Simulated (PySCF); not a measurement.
Species: C5H8NP.
SMILES with atom numbers: `[CH3:1][NH:2][p:3]1[cH:4][cH:5][cH:6][cH:7]1` (hydrogens: H8, H9, H10 on C1; H11 on N2; H12 on C4; H13 on C5; H14 on C6; H15 on C7)

Geometry (PBE0-D3(BJ)/def2-SVP, Å), atoms numbered from 1 in this order:
```
atom  x, y, z in Å
C1    -2.7385   -0.0354    0.0852
N2    -1.3903   -0.4407   -0.2298
P3    -0.0986    0.6525   -0.1854
C4     1.1531    0.0705   -1.3398
C5     2.3443   -0.0402   -0.7022
C6     2.2643    0.1248    0.7467
C7     1.0108    0.3522    1.2121
H8    -2.8852    1.0101   -0.2253
H9    -2.9918   -0.0989    1.1612
H10   -3.4680   -0.6491   -0.4686
H11   -1.1820   -1.4179   -0.0535
H12    1.0052   -0.0076   -2.4180
H13    3.2951   -0.2215   -1.2106
H14    3.1548    0.0818    1.3806
H15    0.7583    0.5301    2.2590
```

Computed, not measured: core-valence-separated Tamm–Dancoff BHandHLYP/aug-pcX-1 (pcseg-1 on H, def2-SVPD on P) in PySCF, non-relativistic, gas phase, PBE0-D3(BJ)/def2-SVP geometry.

Computed carbon K-edge spectrum, Gaussian lines of 0.5 eV full width, highest printed point 100; it ends one width below the last computed root. The energies are unshifted.

(photon energy (eV), absorption): (281.5, 1), (281.6, 4), (281.7, 12), (281.8, 28), (281.9, 51), (282.0, 76), (282.1, 93), (282.2, 98), (282.3, 97), (282.4, 97), (282.5, 100), (282.6, 97), (282.7, 82), (282.8, 57), (282.9, 32), (283.0, 15), (283.1, 5), (283.2, 2), (283.3, 0), (283.4, 0), (283.5, 0), (283.6, 0), (283.7, 0), (283.8, 0), (283.9, 0), (284.0, 0), (284.1, 0), (284.2, 0), (284.3, 0), (284.4, 0), (284.5, 0), (284.6, 0), (284.7, 0), (284.8, 0), (284.9, 0), (285.0, 0), (285.1, 0), (285.2, 1), (285.3, 2), (285.4, 7), (285.5, 15), (285.6, 30), (285.7, 51), (285.8, 73), (285.9, 91), (286.0, 99), (286.1, 95), (286.2, 81), (286.3, 62), (286.4, 46), (286.5, 38), (286.6, 39), (286.7, 47), (286.8, 57)

**Question.** Assign the maxima to core holes.

**Answer.** 3 maxima:
- 282.2 eV: C4 (unsaturated ring CH carbon), 282.14 eV, f = 0.054, 1s→π*, 45 % of the height at the exact maximum; C7 (unsaturated ring CH carbon), 282.11 eV, f = 0.048, 1s→π*, 38 % of the height at the exact maximum; C5 + C6 (unsaturated ring CH carbon), 282.60 eV, f = 0.104, sum of 2, 17 % of the height at the exact maximum
- 282.5 eV: C5 + C6 (unsaturated ring CH carbon), 282.60 eV, f = 0.104, sum of 2, 85 % of the height at the exact maximum
- 286.0 eV: C5 + C6 (unsaturated ring CH carbon), 286.05 eV, f = 0.032, sum of 2, 28 % of the height at the exact maximum; C5/C6 (unsaturated ring CH carbon), 285.96 eV, f = 0.033, sum of 2, 28 % of the height at the exact maximum; C7 (unsaturated ring CH carbon), 286.16 eV, f = 0.018, 13 % of the height at the exact maximum

Further lines of some strength in the range: C1, 285.75 eV, f = 0.012; C7, 285.80 eV, f = 0.013; C4, 285.90 eV, f = 0.013; C4, 286.24 eV, f = 0.020; C4/C7, 286.72 eV, f = 0.020, sum of 2.

Roots within 0.03 eV on the same or equivalent atoms count as one line; shares under 12 % aren't listed.

Vibrational structure and lifetime widths aren't in the curve. The ionisation threshold wasn't computed; near and above it a finite basis only mimics Rydberg series and continuum.

One conformer stands for the species.
